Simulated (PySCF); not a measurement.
Level of theory: PBE0/[Re def2-SVP with ECP60, F def2-SVP], scalar-relativistic core potentials, density fitting, no spin–orbit coupling, PySCF.

Each entry is the lowest minimum that a search over a few typed start shapes (and spin states, where more than one is plausible) found, or that minimum re-optimised at the stated level; isomers with ligand–ligand bonds, or fragments after loss of a ligand pair, can lie lower. Open shells are unrestricted.

ReF₃ is a quintet of C2v symmetry with Re–F 1.881 Å (×2), Re–F 1.885 Å; F–Re–F 84.4°, F–Re–F 137.8° (×2). Its wavenumbers are 114, 165, 275, 655, 672, 708 cm⁻¹.

Problem. What changes when one electron is removed, giving ReF₃⁺?

Solution. It costs 8.77 eV between the minima (8.79 eV with zero-point energy). ReF₃⁺ is a quartet of D3h symmetry with Re–F 1.796 Å (×3); F–Re–F 120.0° (×3); wavenumbers 154, 184 (×2), 796, 806 (×2) cm⁻¹.

With open d or f shells other occupations or spin states may lie lower. With an element this heavy the missing spin–orbit coupling can shift these numbers.
